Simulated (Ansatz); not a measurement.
CH$_{4}$Si, triplet, geometry from GFN2-xTB (a higher spin typed on purpose: for a closed-shell molecule this is an excited state), atoms displaced at random by about 0.08 Å a coordinate; PBE0/STO-3G, gradient (Ansatz, a quantum-chemistry and plane-wave program).

Ansatz was given this input:
Ansatz 0.2 input:
```yaml
crystal:
  periodic: [false, false, false]
  atoms:
    - {symbol: C, position_ang: [-1.23868568, -0.16531968, 0.28696274]}
    - {symbol: Si, position_ang: [0.67630242, -0.00791559, -0.06368385]}
    - {symbol: H, position_ang: [-1.68762556, 0.46153296, 0.98208663]}
    - {symbol: H, position_ang: [-1.98509018, -0.50418887, -0.42208423]}
    - {symbol: H, position_ang: [1.27859108, -0.64733652, 0.93717430]}
    - {symbol: H, position_ang: [1.16017705, 1.29271961, -0.38427681]}
basis:
  gaussian:
    orbitals: STO-3G
hamiltonian:
  xc: pbe0
magnetization: {spin_polarized: true, initial_magnetization: 2}
output: {forces: true}
```

Output, abridged:

```
Functional definition: PBE0
210 factors; integrals over basis functions are off by at most 3.1e-5 eV
mean field evaluation 1: about -8866.0562 eV, gradient 7.4e0 eV
mean field evaluation 2: about -8866.3831 eV, gradient 4.5e0 eV
mean field evaluation 4: about -8866.5259 eV, gradient 2.0e-1 eV
mean field evaluation 8: about -8866.5044 eV, gradient 1.1e-3 eV
mean field -8866.50438121 eV, -325.8380260768 hartree, gradient 8.3e-6 eV, S^2 2.003420; 0 other end points of the search recorded, 0 dependent functions left out
the calculation of the forces begins
reference -8866.50439423 eV, -325.8380265553 hartree; 13, 11 occupied and 5, 7 virtual orbitals, 210 factors
Total energy: -8866.50439423 eV, -325.8380265553 hartree
Atom 0 at    -1.238686    -0.165320     0.286963 Å, force     3.084732    -0.548826    -1.834986 eV/Å
Atom 1 at     0.676302    -0.007916    -0.063684 Å, force    -4.305560    -0.167297    -3.129993 eV/Å
Atom 2 at    -1.687626     0.461533     0.982087 Å, force    -0.997115     1.657152     2.188359 eV/Å
Atom 3 at    -1.985090    -0.504189    -0.422084 Å, force     0.083048    -0.432105    -0.615536 eV/Å
Atom 4 at     1.278591    -0.647337     0.937174 Å, force     2.007368    -1.265882     3.014246 eV/Å
Atom 5 at     1.160177     1.292720    -0.384277 Å, force     0.127526     0.756959     0.377909 eV/Å
Dipole moment:     0.070640     0.038617    -0.071179 e Å
```
